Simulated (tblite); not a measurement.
Compound: C5H5O3 (doublet state).
Atom-mapped SMILES: `[CH3:1][CH:2][C:3](=[C:4]=[O:5])[O:6][CH:7]=[O:8]` (hydrogens: H9, H10, H11 on C1; H12 on C2; H13 on C7)
Bond orders are those of one Lewis drawing.

Computed with GFN2-xTB (tblite), gas phase: L-BFGS steps from a force-field or distance-geometry start until the largest atomic force falls under 0.01 eV/Å.

Step 24: E = -689.6876 eV
```
atom  x, y, z in Å  |  force x, y, z in eV/Å
C1      2.0282   -0.1362    0.0210    0.047  -0.038  -0.055
C2      0.6098   -0.4123    0.3586    0.060   0.007   0.022
C3     -0.4052    0.5096    0.1115    0.068   0.021   0.041
C4     -0.1999    1.6035   -0.6386    0.012   0.016  -0.025
O5      0.0991    2.5574   -1.2429   -0.028   0.012   0.030
O6     -1.7093    0.3224    0.6228   -0.002   0.003  -0.052
C7     -2.4360   -0.6929    0.1766   -0.030  -0.018  -0.028
O8     -2.1419   -1.5012   -0.6477    0.057   0.047   0.029
H9      2.2156   -0.2647   -1.0472    0.002   0.012  -0.077
H10     2.6796   -0.8309    0.5441    0.005   0.027   0.058
H11     2.3073    0.8874    0.2771   -0.042  -0.040  -0.010
H12     0.3472   -1.3841    0.7344   -0.095  -0.005   0.045
H13    -3.3991   -0.6576    0.7125   -0.054  -0.044   0.021
```

Step 25: E = -689.6892 eV
```
atom  x, y, z in Å  |  force x, y, z in eV/Å
C1      2.0280   -0.1390    0.0178    0.047  -0.026  -0.035
C2      0.6099   -0.4107    0.3627    0.052   0.039  -0.027
C3     -0.4048    0.5123    0.1184    0.055   0.038   0.027
C4     -0.2025    1.6036   -0.6358    0.016   0.032  -0.031
O5      0.0928    2.5564   -1.2438   -0.024   0.012   0.033
O6     -1.7110    0.3257    0.6269    0.028  -0.014  -0.055
C7     -2.4321   -0.6916    0.1763   -0.023  -0.037  -0.048
O8     -2.1295   -1.4990   -0.6464    0.043   0.066   0.051
H9      2.2180   -0.2679   -1.0517   -0.029  -0.002  -0.014
H10     2.6766   -0.8335    0.5461    0.008   0.039   0.026
H11     2.3086    0.8853    0.2725   -0.043  -0.057  -0.014
H12     0.3407   -1.3814    0.7340   -0.072  -0.044   0.064
H13    -3.3989   -0.6597    0.7053   -0.059  -0.044   0.024
```

Step 26: E = -689.6906 eV
```
atom  x, y, z in Å  |  force x, y, z in eV/Å
C1      2.0285   -0.1424    0.0141    0.027  -0.014  -0.007
C2      0.6105   -0.4106    0.3640    0.020   0.045  -0.044
C3     -0.4029    0.5153    0.1247    0.026   0.036   0.001
C4     -0.2038    1.6041   -0.6339    0.014   0.034  -0.027
O5      0.0873    2.5567   -1.2440   -0.017   0.021   0.031
O6     -1.7117    0.3283    0.6293    0.039  -0.017  -0.039
C7     -2.4296   -0.6905    0.1760   -0.006  -0.033  -0.046
O8     -2.1183   -1.4965   -0.6450    0.023   0.053   0.047
H9      2.2200   -0.2700   -1.0564   -0.044  -0.024   0.033
H10     2.6742   -0.8345    0.5491    0.020   0.036  -0.010
H11     2.3076    0.8823    0.2683   -0.033  -0.049  -0.017
H12     0.3339   -1.3789    0.7362   -0.039  -0.052   0.064
H13    -3.4001   -0.6629    0.6998   -0.031  -0.035   0.013
```

**Question.** Estimate the geometry and energy of step 27. (The exact step hangs on the optimiser's Hessian estimate; all steps are aligned on step 26, rigid shifts and turns removed.)

**Answer.** E = -689.6914 eV, largest force 0.069 eV/Å
```
atom  x, y, z in Å  |  force x, y, z in eV/Å
C1      2.0289   -0.1449    0.0116   -0.001  -0.008   0.011
C2      0.6108   -0.4116    0.3621   -0.012   0.024  -0.021
C3     -0.4008    0.5175    0.1280    0.000   0.017  -0.022
C4     -0.2037    1.6051   -0.6332    0.006   0.023  -0.018
O5      0.0842    2.5582   -1.2436   -0.009   0.034   0.026
O6     -1.7111    0.3295    0.6300    0.026  -0.004  -0.016
C7     -2.4285   -0.6898    0.1757    0.010  -0.013  -0.024
O8     -2.1117   -1.4945   -0.6438    0.010   0.019   0.020
H9      2.2206   -0.2711   -1.0588   -0.038  -0.041   0.040
H10     2.6732   -0.8342    0.5513    0.033   0.020  -0.028
H11     2.3054    0.8798    0.2658   -0.020  -0.022  -0.015
H12     0.3299   -1.3776    0.7400   -0.013  -0.027   0.046
H13    -3.4017   -0.6657    0.6971    0.007  -0.020   0.000
```

The energy changes by -0.0008 eV. The first-order estimate −F·Δx gives -0.0012 eV and the mean of the old and new forces, exact on a quadratic surface, -0.0008 eV. The step makes an angle of 65° with the force vector and moves no atom by more than 0.007 Å.

What follows is the cost of the whole relaxation. Hardware: an Arm Neoverse V2 with one thread (shared host). Cost: 0.34 s.
